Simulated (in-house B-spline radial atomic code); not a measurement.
A calculation on Nd IV (Nd3+): its settings, and results tabulated from the run. Computed with a radial B-spline atomic code at the basis-set limit: scalar-relativistic (X2C) M06-2X, spin-polarised, spherical fractional occupations, Fermi nucleus of rms radius 4.9123 fm.

Command:
```bash
python run_scf.py task.json out
```
Settings (nuclear radius in fm, mass in u):
```
Z                60
configuration    [Xe] 4f3
hamiltonian      x2c
method           m062x
spin_polarised   True
nucleus          fermi
rms_radius       4.9123
atomic_mass      141.90773
speed_of_light   137.035999084
```

Output (hartree, bohr):
```
 radial grid: 73 intervals, B-splines of order 8, outer radius 39.1892 bohr

 iter        energy (Eh)    residual
    1       -9622.327535    2.22e-01
    2       -9622.345819    6.30e-03
    3       -9622.346306    2.33e-03
    4       -9622.346329    1.00e-03
    5       -9622.346338    1.53e-04
    6       -9622.346338    5.13e-05
    7       -9622.346338    3.19e-05
    8       -9622.346338    1.61e-05
    9       -9622.346338    2.35e-05
   10       -9622.346338    1.82e-05
   11       -9622.346338    5.65e-06
   12       -9622.346338    2.27e-06
   13       -9622.346338    3.13e-07

 total energy                     -9622.34634
 kinetic                           10380.2688
 electron-nucleus                 -23453.4453
 Hartree                            3675.6359
 exact exchange                     -118.7837
 exchange-correlation               -106.0221

 orbital      occ     eigenvalue          <r>       <r^2>       <1/r>       r_max
 1s up      1.000     -1601.2259    0.0229578 0.000726545     70.2729     0.01428
 1s down    1.000     -1601.2255    0.0229578 0.000726545     70.2729     0.01428
 2s up      1.000      -261.7622     0.100427   0.0119637     16.1283     0.08541
 2s down    1.000      -261.7616     0.100426   0.0119634     16.1284     0.08541
 2p up      3.000      -234.5964    0.0884307  0.00956281     14.4966     0.06845
 2p down    3.000      -234.5963    0.0884299  0.00956257     14.4967     0.06845
 3s up      1.000       -58.5000     0.266278   0.0811422      5.7627      0.2441
 3s down    1.000       -58.4547      0.26609   0.0810234     5.76744       0.244
 3p up      3.000       -49.8504     0.264046   0.0809175     5.30412      0.2386
 3p down    3.000       -49.8018     0.263813   0.0807686     5.30886      0.2385
 3d up      5.000       -37.5937     0.241491   0.0686707      4.9943      0.1956
 3d down    5.000       -37.5478     0.241164   0.0684595     4.99937      0.1955
 4s up      1.000       -12.9501     0.607255    0.416498     2.37977      0.5649
 4s down    1.000       -12.8577     0.606742    0.415551     2.37917      0.5644
 4p up      3.000       -10.0629     0.641821    0.468792     2.16135      0.5884
 4p down    3.000        -9.9577     0.640886    0.467099       2.162      0.5879
 4d up      5.000        -5.8492      0.70458    0.575916     1.88059      0.6165
 4d down    5.000        -5.7053     0.702968    0.572768     1.88202      0.6159
 5s up      1.000        -2.7658      1.42877     2.28792    0.938193         1.3
 5s down    1.000        -2.6740      1.44518     2.34194    0.923531       1.306
 5p up      3.000        -1.9512      1.62209     2.96362    0.809808       1.452
 5p down    3.000        -1.8825      1.65083     3.07051    0.790993       1.461
 4f up      3.000        -1.1289     0.986911     1.25107     1.32109      0.6574
```

Run time, properties included: 3.2 s on 1 thread of Intel(R) Xeon(R) 6975P-C (shared host).

States collapsed into the nucleus by a negative tau potential were left out of the aufbau.

Caution: exact exchange at fractional occupations of open shells leaves self-interaction of up to several eV.

One-electron X2C: radii and densities carry no picture-change correction, so inner-shell <1/r> comes out high (for 1s by about 2 % at Z = 33, 5 % at 54, 10 % at 75, 30 % at 118) and <r> low.
